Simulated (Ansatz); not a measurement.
Consider the redistribution: `[SiH3][O][Al]([Cl])[Cl]` + `C[Si](O)(F)F` → `O[Si](F)(F)[SiH3]` + `C[O][Al]([Cl])[Cl]`.

Isolated molecules relaxed with PBE0-D4/def2-TZVP in Ansatz; ΔE leaves out vibrations. CCSD(T)/CBS is the MP2 limit (def2-TZVPP, def2-QZVPP) plus CCSD(T) − MP2 in def2-TZVPP, frozen cores. This one scheme is used for every species. Functionals use def2-TZVPP. B3LYP here is the variant with VWN-RPA as its local correlation; programs differ in this. One conformer a species, not always the lowest.

`[SiH3][O][Al]([Cl])[Cl]`:

Cartesian coordinates in Å:
```
Si 1.143 -0.047 -0.988
O -0.092 0.001 0.075
Al -1.344 0.056 1.161
Cl -1.571 -1.446 2.572
Cl -2.697 1.625 1.121
H 1.538 1.335 -1.362
H 0.718 -0.784 -2.205
H 2.306 -0.739 -0.374
```

`C[Si](O)(F)F`:

Cartesian coordinates in Å:
```
C -0.339 1.114 0.477
Si 0.340 -0.511 -0.026
O -0.480 -1.080 -1.303
F 1.887 -0.402 -0.378
F 0.276 -1.555 1.171
H -0.257 1.832 -0.342
H -1.392 1.020 0.747
H 0.205 1.507 1.337
H -0.240 -1.926 -1.683
```

`O[Si](F)(F)[SiH3]`:

```xyz
9

O    -0.599    1.814   -0.255
Si   -0.534    0.406    0.546
F    -0.021    0.647    2.034
F    -1.999   -0.190    0.723
Si    0.852   -1.071   -0.602
H    -1.128    2.541    0.080
H     0.903   -2.360    0.134
H     2.217   -0.493   -0.693
H     0.309   -1.295   -1.965
```

`C[O][Al]([Cl])[Cl]`:

Z-matrix (Å, degrees):
```
C
O 1 1.402
H 1 1.094 2 109.7
H 1 1.095 2 112.4 3 -120.7
H 1 1.094 2 109.7 3 118.7
Al 2 1.664 1 136.0 3 120.7
Cl 6 2.071 2 119.1 1 180.0
Cl 6 2.080 2 120.8 1 -0.0
```

Question: Is it downhill or uphill in electronic energy at CCSD(T)/CBS, and by how much? (An estimate is asked.)

Answer: Computed: Uphill: ΔE = +2.44 eV.

Question: What do these levels give: B3LYP-D4, ωB97M-V, PBE-QIDH, PBE, revPBE, SCS-MP2/def2-QZVPP? (An estimate is asked.)

Answer: Computed: B3LYP-D4 2.32, ωB97M-V 2.43, PBE-QIDH 2.43, PBE 2.09, revPBE 2.07, SCS-MP2/def2-QZVPP 2.53 eV.

Largest T1 diagnostic among the species: 0.013.

From BLYP to BHLYP (50 % exact exchange), in def2-TZVPP and without D4, ΔE moves by +0.27 eV. At CCSD(T), def2-SVP lies −0.22 eV from the extrapolated value and def2-TZVPP −0.02 eV. Leaving LDA and LC-ωPBE aside and taking each functional with its dispersion term where it has one, the values, not all of them listed here, spread over 0.38 eV, from revPBE-D4 to BHLYP-D4. LDA lies +0.05 eV from PBE without D4.
